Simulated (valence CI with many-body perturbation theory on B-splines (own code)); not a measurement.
# E1 line list for Pr X

Calculated by relativistic CI+MBPT: four valence electrons over a frozen Dirac-Fock core [Kr] 4d10, a basis of 7 s, 7 p, 7 d, 7 f, 4 g, 2 h functions for each j, with the one-electron correlation potential Σ1, the two-electron term Σ2, the three-electron term Σ3, Breit, model QED; selected CI, second order for the rest, scaled by the run's own slope (own B-spline code, finite nucleus).

No measured spectrum was set against this ion. As an estimate, terms of the open shell hold to a few per cent of their energy, and close levels can change places; configurations with another count of f electrons can be misplaced by thousands of cm⁻¹. Among the levels kept, up to 430 cm⁻¹ of a level comes from second order outside the variational space, and about a tenth of that is noise between levels of different J, which matters for small intervals.

Lines 151 to 200 of 537 in falling wavelength, among levels below 292950 cm⁻¹, chosen from the strongest by gf and those to the six lowest levels. Wavelengths and rates use the calculated energies, so an error of 2000 cm⁻¹ moves a line at 52.86 nm by 1.1 % and its rate by three times that or more. Electric multipoles are in the length gauge, E1 and E2 with the static RPA response of the core. Weak lines are less certain than strong ones. Lines between different terms over intervals too small for the method are left out, as are lines whose strength nearly cancels. Where a level lies close to another of its J and parity, the split of strength between their lines is uncertain. The highest levels of a list are the least certain.

Names give the largest LS component (configuration and term), which can be under half, so a name can repeat, a term be missing and a line seem to break the LS rules; names also repeat where a configuration has a term twice. Letters in brackets count levels of one name in rising energy.

```tsv
λ vac (nm)	Upper	Lower	A (s⁻¹)	log gf	Branch %
52.86	4f²5s5p ⁵F°_4 [a]	4f5s²5p ³F_4	5.27e+08	-0.70	7.7
52.61	4f²5s5p ⁵D°_4 [a]	4f5s²5p ³G_4	9.44e+08	-0.45	37.6
52.60	4f5s5p² ³F°_2 [a]	4f5s²5p ³F_2	2.09e+08	-1.36	24.9
52.59	4f²5s5p ⁵F°_4 [b]	4f5s²5p ³F_4	3.52e+08	-0.88	8.6
52.56	4f²5s5p ³G°_4 [c]	4f²5s² ³H_4	7.43e+08	-0.56	68.7
52.54	4f5s5p² ⁵F°_1	5s²5p² ³P_0	4.95e+08	-1.21	71.3
52.51	4f²5s5p ³D°_2 [a]	4f²5s² ³F_2 [a]	3.69e+08	-1.12	11.7
52.45	4f²5s5p ⁵D°_2 [d]	4f5s²5p ³D_3	3.52e+08	-1.14	34.7
52.44	4f²5s5p ⁵G°_5 [b]	4f5s²5p ³G_4	3.15e+07	-1.85	12.0
52.40	4f²5s5p ³D°_2 [b]	4f²5s² ³F_3	2.82e+08	-1.24	4.0
52.28	4f²5s5p ⁵G°_3 [b]	4f5s²5p ¹F_3	3.43e+08	-1.01	5.7
52.28	4f²5s5p ⁵H°_3 [b]	4f5s²5p ³G_3	7.89e+07	-1.65	16.1
52.26	4f²5s5p ³H°_4 [a]	4f5s²5p ³G_4	1.42e+08	-1.28	49.5
52.25	5s5p³ ³D°_3	4f5s²5p ³F_2	2.38e+08	-1.17	10.9
52.06	4f²5s5p ⁵D°_4 [a]	4f5s²5p ³F_3	3.05e+08	-0.95	12.1
51.90	4f²5s5p ⁵D°_4 [b]	4f5s²5p ³G_4	3.18e+08	-0.94	20.3
51.88	4f²5s5p ³D°_2 [b]	4f²5s² ³F_2 [a]	2.87e+08	-1.24	4.0
51.72	4f²5s5p ⁵D°_3	4f5s²5p ³F_3	2.25e+08	-1.20	13.6
51.64	5s5p³ ³D°_3	4f5s²5p ³G_3	6.99e+07	-1.71	3.2
51.43	4f²5s5p ⁵F°_3 [b]	4f5s²5p ¹F_3	3.28e+08	-1.04	12.0
51.41	4f²5s5p ³H°_5 [c]	4f²5s² ³F_4	1.71e+08	-1.13	1.5
51.36	4f²5s5p ⁵D°_4 [b]	4f5s²5p ³F_3	2.12e+08	-1.12	13.5
51.35	4f²5s5p ⁵F°_2	4f5s²5p ³F_2	4.51e+08	-1.05	55.9
51.28	4f²5s5p ³I°_5 [a]	4f5s²5p ³G_4	4.91e+07	-1.67	10.9
51.28	4f²5s5p ⁵F°_1	4f5s²5p ³F_2	2.93e+08	-1.46	43.1
51.28	4f²5s5p ³F°_4 [b]	4f²5s² ³H_5	4.68e+08	-0.78	17.7
51.21	4f5s5p² ³G°_3 [b]	4f5s²5p ³F_2	3.16e+08	-1.06	12.5
51.16	4f5s5p² ³H°_4	4f5s²5p ³G_4	3.30e+08	-0.93	17.9
51.07	4f²5s5p ³H°_4 [d]	4f²5s² ³F_3	2.08e+08	-1.14	2.4
51.00	4f²5s5p ³H°_6 [c]	4f²5s² ³H_5	1.11e+08	-1.25	28.9
50.95	4f²5s5p ⁵D°_4 [d]	4f²5s² ³H_4	1.87e+08	-1.18	18.1
50.95	5s5p³ ³D°_1	5s²5p² ³P_0	1.98e+09	-0.64	80.0
50.86	4f²5s5p ³G°_4 [d]	4f²5s² ¹G_4	1.96e+08	-1.16	1.6
50.85	4f5s5p² ³D°_2 [c]	4f²5s² ³F_2 [b]	5.36e+08	-0.98	3.6
50.84	5s5p³ ³S°_1	4f5s²5p ³D_2 [b]	9.44e+08	-0.96	5.7
50.82	4f5s5p² ³F°_3 [a]	4f5s²5p ³F_3	1.19e+09	-0.49	74.5
50.75	4f5s5p² ³D°_3 [c]	4f5s²5p ¹F_3	2.23e+08	-1.22	7.1
50.71	4f²5s5p ³G°_5 [c]	4f²5s² ¹G_4	7.36e+08	-0.51	6.2
50.69	4f²5s5p ⁵D°_4 [a]	4f5s²5p ³G_3	9.80e+08	-0.47	39.0
50.67	4f5s5p² ³D°_2 [c]	4f²5s² ³F_2 [a]	7.08e+08	-0.87	4.8
50.67	4f²5s5p ³F°_4 [b]	4f²5s² ³H_4	1.21e+09	-0.38	45.7
50.64	4f5s5p² ³H°_4	4f5s²5p ³F_3	3.35e+08	-0.94	18.2
50.63	4f5s5p² ³G°_3 [b]	4f5s²5p ³G_3	1.91e+09	-0.29	75.4
50.62	4f²5s5p ³F°_4 [a]	4f5s²5p ³G_5	1.82e+08	-1.20	13.3
50.60	4f5s5p² ¹F°_3 [a]	4f²5s² ³F_2 [b]	5.62e+08	-0.82	3.3
50.46	4f5s5p² ³F°_2 [b]	4f5s²5p ³F_2	2.67e+09	-0.29	89.7
50.45	4f²5s5p ³H°_4 [b]	4f5s²5p ³G_4	1.69e+08	-1.24	12.5
50.41	4f²5s5p ³H°_5 [c]	4f²5s² ³H_6	1.40e+08	-1.23	1.3
50.38	4f²5s5p ³D°_3 [b]	4f²5s² ³F_4	2.89e+09	-0.11	51.5
50.37	4f²5s5p ⁵D°_3	4f5s²5p ³G_3	9.10e+08	-0.62	54.9
```
